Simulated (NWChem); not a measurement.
Molecule: C₂H₇AlS; SMILES [CH3][AlH][S]C

```xyz
11

Al    -0.5384     0.8728     0.0000
H     -2.1143     0.6482     0.0000
C      0.3382     2.6273     0.0000
H      0.0417     3.2127     0.8804
H      0.0417     3.2127    -0.8804
H      1.4313     2.5559     0.0000
S      0.6973    -0.9406     0.0000
C     -0.5419    -2.3159     0.0000
H     -1.5672    -1.9390     0.0000
H     -0.3838    -2.9280     0.8904
H     -0.3838    -2.9280    -0.8904
```
Atoms are numbered in this order, from 1.

Program: NWChem. Medium grid unless said otherwise, to which SCAN and Minnesota functionals are sensitive. Geometry: optimised at B3LYP/6-31G* (spherical d). Hybrids' shares of exact exchange are those that their runs print; pure functionals count as 0. The functionals differ in more than this share.

```
row                    share of exact exchange  highest occupied level (eV)
---------------------  -----------------------  ---------------------------
PBE/def2-SVP                              0.00                        -5.78
PW91/def2-SVP                             0.00                        -5.83
B3LYP/def2-SVP                            0.20                        -6.67
M05-2X/def2-SVP                           0.56                        -8.09
Hartree-Fock/def2-SVP                     1.00                     withheld
```

Problem. Fit a straight line of the last column on the one before it, predict the withheld value, and compare with the run.

Solution. 
1. Means of the 4 shown rows: x = 0.190, y = -6.593. Slope Σ(x − x̄)(y − ȳ)/Σ(x − x̄)² = -0.8541/0.2092 = -4.083; intercept -5.817.
2. The shown rows scatter about the line by 0.028 (root mean square); the largest residual is +0.04, at PBE/def2-SVP.
3. At x = 1.00 (Hartree-Fock/def2-SVP; beyond the shown range) the line gives -9.90.
4. The run gives -9.60, +0.30 from the line, 10.9 times the scatter.
